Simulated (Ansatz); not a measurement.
```yaml
crystal:
  periodic: [false, false, false]
  atoms:
    - {symbol: B, position_ang: [-1.216707, 0.353115, -0.365205]}
    - {symbol: C, position_ang: [-0.165491, -0.272259, -0.757918]}
    - {symbol: B, position_ang: [1.074140, 0.252365, 0.099291]}
    - {symbol: O, position_ang: [1.249135, -0.124366, 1.726491]}
    - {symbol: F, position_ang: [1.966941, 0.562451, -0.236450]}
    - {symbol: H, position_ang: [-2.073506, 0.226658, 0.790559]}
    - {symbol: H, position_ang: [-1.420841, 1.170774, -0.984017]}
    - {symbol: H, position_ang: [0.237117, -0.558125, -1.757408]}
    - {symbol: H, position_ang: [0.045675, -1.623248, -0.126357]}
    - {symbol: H, position_ang: [0.296107, -0.367886, 2.004807]}
basis:
  gaussian: {orbitals: def2-TZVP}
hamiltonian: {xc: {name: wB97M-V}}
relax: {f_tol: 0.0001, max_steps: 3}
output: {forces: true}
```

```sh
$ ansatz run in.yaml --threads 2 --pin off --events-out ev --progress --plain --max-ram 4352MiB
```

Shortened log:

```
Functional definition: wB97M-V
  name "wB97M-V"
  cite "Mardirossian & Head-Gordon, J. Chem. Phys. 144, 214110 (2016) doi:10.1063/1.4952647"
  cite "Becke, J. Chem. Phys. 107, 8554 (1997) doi:10.1063/1.475007"
  cite "Vydrov & Van Voorhis, J. Chem. Phys. 133, 244103 (2010) doi:10.1063/1.3521275"
  # Of w^i u^j: cxij and so on, Table III.
  parameter omega = 0.3/bohr
  parameter cx = 0.15
  parameter cx01 = 1.007
  parameter cx10 = 0.259
  parameter css00 = 0.443
  parameter css04 = -1.437
  parameter css10 = -4.535
  parameter css20 = -3.390
  parameter css43 = 4.278
  parameter cos00 = 1.000
  parameter cos10 = 1.358
  parameter cos20 = 2.924
  parameter cos21 = -8.812
  parameter cos60 = -1.390
  parameter cos61 = 9.142
  parameter b = 6.0
  parameter c = 0.01
  gx(w, u) = 1 - cx + cx01*u + cx10*w
  gss(w, u) = css00 + css04*u^4 + css10*w + css20*w^2 + css43*w^4*u^3
  gos(w, u) = cos00 + cos10*w + (cos20 + cos21*u)*w^2 + (cos60 + cos61*u)*w^6
  exchange = spin_sum(e_x_unif_sr(omega)*gx(b97_w, b97_u_x)) + cx*exact_x_sr(omega) + exact_x_lr(omega)
  correlation = spin_sum(e_c_pw_mod_same_spin*gss(b97_w, b97_u_same))
      + integral(e_c_pw_mod_opposite_spin*gos(b97_w_opposite, b97_u_opposite)) + vv10(b, c)
1045 factors; their error is unknown
321 factors; integrals over basis functions are off by at most 5.8e-7 eV
mean field evaluation 1: about -7220.9346 eV, gradient 6.5e1 eV
mean field evaluation 2: about -7221.4654 eV, gradient 6.6e1 eV
mean field evaluation 4: about -7228.8282 eV, gradient 3.1e0 eV
mean field evaluation 8: about -7228.8549 eV, gradient 3.3e-2 eV
mean field evaluation 16: about -7228.8530 eV, gradient 1.0e-4 eV
mean field -7228.85298937 eV, -265.6554474669 hartree, gradient 4.5e-5 eV, S^2 0.000000; 0 other end points of the search recorded, 0 dependent functions left out
the calculation of the forces begins
reference -7228.85304291 eV, -265.6554494343 hartree; 19, 19 occupied and 166, 166 virtual orbitals, 1045 factors
relax step   1: F+E_penalty+E_count = -7228.85298937 eV  Δ(F+E_penalty+E_count) = +0.000e0 eV  max|allowed force component| = 3.486e1 eV/Å  Δτ_max = 0.0000 Å  (31 SCF iters, accepted)
these checks for a lower state are left out or cut short: starts, cluster_reference, orbital_swaps, neighbouring_geometries, increment
1045 factors; their error is unknown
321 factors; integrals over basis functions are off by at most 5.5e-7 eV
mean field -7237.04688258 eV, -265.9565674884 hartree, gradient 1.1e-5 eV, S^2 0.000000; 0 other end points of the search recorded, 0 dependent functions left out
the calculation of the forces begins
reference -7237.04693567 eV, -265.9565694391 hartree; 19, 19 occupied and 166, 166 virtual orbitals, 1045 factors
relax step   2: F+E_penalty+E_count = -7237.04688258 eV  Δ(F+E_penalty+E_count) = -8.194e0 eV  max|allowed force component| = 5.676e0 eV/Å  Δτ_max = 0.1998 Å  (39 SCF iters, accepted)
these checks for a lower state are left out or cut short: starts, cluster_reference, orbital_swaps, neighbouring_geometries, increment
1045 factors; their error is unknown
321 factors; integrals over basis functions are off by at most 5.3e-7 eV
mean field -7238.07603182 eV, -265.9943880252 hartree, gradient 1.3e-5 eV, S^2 0.000000; 0 other end points of the search recorded, 0 dependent functions left out
the calculation of the forces begins
reference -7238.07608498 eV, -265.9943899787 hartree; 19, 19 occupied and 166, 166 virtual orbitals, 1045 factors
relax step   3: F+E_penalty+E_count = -7238.07603182 eV  Δ(F+E_penalty+E_count) = -1.029e0 eV  max|allowed force component| = 2.013e0 eV/Å  Δτ_max = 0.1629 Å  (41 SCF iters, accepted)
Error: geometry relaxation did not converge after 3 steps: max|allowed force component| = 2.01e0 eV/Å (threshold 1.0e-4). Raise `relax.max_steps` over both its present limit and 3, loosen `relax.f_tol`, or start from a geometry closer to equilibrium. Where this run's directory can be resumed (`checkpoint.write`), a resume goes on for up to `relax.max_steps` more
```

In this input the relaxation is allowed too few steps for its threshold. The run did not converge.
